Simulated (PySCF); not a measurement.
Cl2Se (SMILES Cl[Se]Cl), singlet, geometry from GFN2-xTB, with bond 2-1 at 1.6 times its length; PBE0/def2-SV(P) run with PySCF.

PySCF was given this input:
```python
from pyscf import gto, scf, dft

mol = gto.M(
    atom='''
Se    0.00136488    0.00124916    0.68646471
Cl    1.66531490    2.01438178   -1.51721003
Cl   -1.04406340   -1.26195537   -0.68209743
''',
    basis='def2-sv(p)',
    verbose=4,
)

mf = dft.RKS(mol)
mf.xc = 'pbe0'
mf.init_guess = 'mod_huckel'
mf.kernel()
```

It wrote (shortened):

```
PySCF version 2.14.0

[INPUT] verbose = 4
[INPUT] num. atoms = 3
[INPUT] num. electrons = 68
[INPUT] charge = 0
[INPUT] spin (= nelec alpha-beta = 2S) = 0
[INPUT] symmetry False subgroup None
[INPUT] Mole.unit = angstrom
[INPUT] Symbol           X                Y                Z      unit          X                Y                Z       unit  Magmom
[...]
nuclear repulsion = 268.012447694285
number of shells = 28
number of NR pGTOs = 146
number of NR cGTOs = 68
basis = def2-sv(p)
ecp = {}

******** <class 'pyscf.dft.rks.RKS'> ********
method = RKS
initial guess = mod_huckel
damping factor = 0
level_shift factor = 0
DIIS = <class 'pyscf.scf.diis.CDIIS'>
diis_start_cycle = 1
diis_space = 8
diis_damp = 0
SCF conv_tol = 1e-09
SCF conv_tol_grad = None
SCF max_cycles = 50
direct_scf = True
direct_scf_tol = 1e-13
XC library pyscf.dft.libxc version 7.1.2
    S. Lehtola, C. Steigemann, M. J. T. Oliveira, and M. A. L. Marques,  SoftwareX 7, 1–5 (2018)
XC functionals = pbe0
    C. Adamo and V. Barone,  J. Chem. Phys. 110, 6158 (1999)
    M. Ernzerhof and G. E. Scuseria,  J. Chem. Phys. 110, 5029 (1999)
radial grids:
    Treutler-Ahlrichs [JCP 102, 346 (1995); DOI:10.1063/1.469408] (M4) radial grids

becke partition: Becke, JCP 88, 2547 (1988); DOI:10.1063/1.454033
pruning grids: <function nwchem_prune>
grids dens level: 3
symmetrized grids: False
atomic radii adjust function: <function treutler_atomic_radii_adjust>
small_rho_cutoff = 0
Set gradient conv threshold to 3.16228e-05
Initial guess from on-the-fly Huckel, doi:10.1021/acs.jctc.8b01089,
employing the updated GWH rule from doi:10.1021/ja00480a005.
Spherically averaged atomic HF for {'Se', 'Cl'}

******** <class 'pyscf.scf.atom_hf.AtomSphAverageRHF'> ********
method = AtomSphAverageRHF
initial guess = minao
damping factor = 0
level_shift factor = 0
DIIS = <class 'pyscf.scf.diis.CDIIS'>
diis_start_cycle = 1
diis_space = 8
diis_damp = 0
SCF conv_tol = 1e-09
SCF conv_tol_grad = None
SCF max_cycles = 50
direct_scf = True
direct_scf_tol = 1e-13
atom = Se
Set gradient conv threshold to 3.16228e-05
Initial guess from minao.
init E= -2398.321014493
cycle= 1 E= -2399.25028274811  delta_E= -0.929  |g|=    0  |ddm|= 0.258
cycle= 2 E= -2399.2503309809  delta_E= -4.82e-05  |g|=    0  |ddm|= 0.0158
cycle= 3 E= -2399.25033387013  delta_E= -2.89e-06  |g|=    0  |ddm|= 0.00655
cycle= 4 E= -2399.2503341909  delta_E= -3.21e-07  |g|=    0  |ddm|= 0.000962
[...]
cycle= 5 E= -459.117046534584  delta_E= -1.21e-10  |g|=    0  |ddm|= 5.89e-05
Extra cycle  E= -459.117046534584  delta_E=    0  |g|=    0  |ddm|= 2.11e-07
Atomic HF for atom  Cl  converged. SCF energy = -459.117046534584

[...]
tot grids = 58184
init E= -3320.3235660027
[...]
cycle= 1 E= -3316.67793763709  delta_E= 3.65  |g|=  2.3  |ddm|= 4.95
[...]
cycle= 2 E= -3253.96512769448  delta_E= 62.7  |g|= 6.06  |ddm|= 18.3
[...]
cycle= 3 E= -3319.79367638365  delta_E= -65.8  |g|= 1.51  |ddm|= 17.4
[...]
cycle= 4 E= -3319.14632475134  delta_E= 0.647  |g|= 1.78  |ddm|=  3.6
[...]
cycle= 5 E= -3320.42491102415  delta_E= -1.28  |g|= 0.677  |ddm|= 2.77
[...]
cycle= 6 E= -3320.37600945784  delta_E= 0.0489  |g|= 0.777  |ddm|= 0.842
[...]
cycle= 7 E= -3320.42290295088  delta_E= -0.0469  |g|= 0.688  |ddm|= 0.194
[...]
cycle= 8 E= -3320.4264133809  delta_E= -0.00351  |g|= 0.68  |ddm|= 0.0276
[...]
cycle= 9 E= -3320.47382279398  delta_E= -0.0474  |g|= 0.579  |ddm|= 0.205
[...]
cycle= 10 E= -3318.1899262308  delta_E= 2.28  |g|= 1.94  |ddm|= 4.02
[...]
cycle= 11 E= -3320.03997060105  delta_E= -1.85  |g|= 0.936  |ddm|= 2.59
[...]
cycle= 12 E= -3320.21639217583  delta_E= -0.176  |g|= 0.649  |ddm|= 0.744
[...]
cycle= 13 E= -3320.59241695439  delta_E= -0.376  |g|= 0.349  |ddm|=  2.4
[...]
cycle= 14 E= -3320.62096298737  delta_E= -0.0285  |g|= 0.297  |ddm|= 0.167
[...]
cycle= 15 E= -3320.65859643523  delta_E= -0.0376  |g|= 0.203  |ddm|= 0.284
[...]
cycle= 16 E= -3320.67501179266  delta_E= -0.0164  |g|= 0.119  |ddm|= 0.189
[...]
cycle= 17 E= -3320.67611809073  delta_E= -0.00111  |g|= 0.105  |ddm|= 0.0333
[...]
cycle= 18 E= -3320.67880259768  delta_E= -0.00268  |g|= 0.0767  |ddm|= 0.053
[...]
cycle= 19 E= -3320.6815135522  delta_E= -0.00271  |g|= 0.0185  |ddm|= 0.106
[...]
cycle= 20 E= -3320.68154237602  delta_E= -2.88e-05  |g|= 0.0148  |ddm|= 0.0487
[...]
cycle= 21 E= -3320.68165426207  delta_E= -0.000112  |g|= 0.000615  |ddm|= 0.0252
[...]
cycle= 22 E= -3320.68165442486  delta_E= -1.63e-07  |g|= 0.000241  |ddm|= 0.000865
[...]
cycle= 23 E= -3320.68165445789  delta_E= -3.3e-08  |g|= 3.11e-05  |ddm|= 0.000509
[...]
cycle= 24 E= -3320.68165446072  delta_E= -2.83e-09  |g|= 1.16e-05  |ddm|= 0.000308
[...]
cycle= 25 E= -3320.68165446161  delta_E= -8.87e-10  |g|= 5.5e-06  |ddm|= 0.000216
[...]
Extra cycle  E= -3320.68165446172  delta_E= -1.15e-10  |g|= 3.63e-06  |ddm|= 5.68e-05
converged SCF energy = -3320.68165446172
```
